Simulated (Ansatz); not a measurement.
## A cut through the energy surface

SnH2Br (SMILES [Br][SnH2]), doublet, at its PBE0-D4/def2-TZVP minimum:

```
4
angstrom
Br -1.9742 0.4263 -0.6709
Sn 0.4231 -0.1922 -0.3796
H 0.4267 -1.4994 0.7431
H 1.1798 1.2050 0.2871
```

The angle Br1–Sn2–H3 (105.4° at the minimum) is set to the values below, Br1, with anything bonded beyond it, turning rigidly in the plane of the angle. Each method's energies count from its own value at the PBE0-D4 minimum structure. Ansatz 0.2.0; basis: def2-TZVPP; cores frozen in the correlated methods; orbitals are unrestricted. Filled d shells of the heavier atoms are correlated. Core potentials replace the inner electrons of the atoms past krypton. The def2 sets are not built for correlating such inner shells, so the correlated values are less sure here.

CCSD(T) energies along the scan:
| angle (°) | CCSD(T) (kJ/mol) |
| --- | --- |
| 87.4 | 17.0 |
| 91.9 | 9.4 |
| 96.4 | 4.2 |
| 100.9 | 1.1 |
| 105.4 | 0.0 |
| 109.9 | 0.8 |
| 114.4 | 3.3 |
| 118.9 | 7.6 |
| 123.4 | 13.5 |
They count from the CCSD(T) energy at the PBE0-D4 minimum.

Minimum and curvature along this coordinate at CCSD(T): A fifth-order fit through the nearest points gives 105.7°, with a curvature of about 0.95 meV/deg².

Largest difference from the CCSD(T) curve over the scan: PBE-D4 2.7; r2SCAN-D4 1.5; PBE0-D4 1.2; HF 3.5 kJ/mol. Each curve counts from its own value at the minimum.

No T1 diagnostic of these runs exceeds 0.014. ⟨S²⟩ of the unrestricted Hartree–Fock references: 0.76 (a pure state has 0.75).

For scale, one of the runs: CCSD(T)/def2-TZVPP, 126 basis functions (an equivalent command: `ansatz run in.yaml --threads 4`). Time: 37 s of wall clock on 4 CPU threads; the host was shared. Peak host memory: 1.6 GiB.
